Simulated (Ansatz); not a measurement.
Input file for Ansatz (a first-principles code): U-PBE/def2-TZVPPD on H2MgSe (SMILES [MgH][SeH]), a point of a bond scan (R = 3.885 Å). Files ending in .json are basis or fitting sets from the Basis Set Exchange.

Ansatz 0.2 input:
```yaml
crystal:
  periodic: [false, false, false]
  atoms:
    - {symbol: Mg, position_ang: [-0.90984848, -0.79864408, -1.24961770]}
    - {symbol: H, position_ang: [-2.93983094, -2.59009294, -4.03566527]}
    - {symbol: Se, position_ang: [0.35584908, 0.35573886, 0.47966970]}
    - {symbol: H, position_ang: [0.61176270, -0.93385745, 1.14758534]}
basis:
  gaussian:
    orbitals: def2-TZVPPD.json
hamiltonian:
  xc: {name: PBE}
magnetization: {spin_polarized: true, initial_magnetization: 0}
```

Problem. What total energy does the run end on?

Solution. -2602.2662 hartree. Its determinant has ⟨S²⟩ = 0.86, a mixture of spin states.

Problem. How many basis functions does it have, and what does it roughly cost on one machine?

Solution. 126 functions; roughly 15 core-seconds.
